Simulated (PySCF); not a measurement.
A calculated (LDA, PySCF 2.14, pcseg-2, no relativity, point nucleus) atom or ion has these occupied shells.

```tsv
shell	electrons	orbital energy (eV)	rms radius, mean of both spins (bohr)
1s α	1	-4856.6	0.0814
1s β	1	-4856.6	0.0814
2s α	1	-563.74	0.357
2s β	1	-563.34	0.357
2p α	3	-477.31	0.323
2p β	3	-476.99	0.323
3s α	1	-94.389	1.07
3s β	1	-93.398	1.07
3p α	3	-71.323	1.15
3p β	3	-70.340	1.15
3d α	1	-35.617	1.39
```

Question: Name the element and its charge.

Answer: Ti³⁺ (titanium, charge +3), in [Ar] 3d1, 2D determinant.
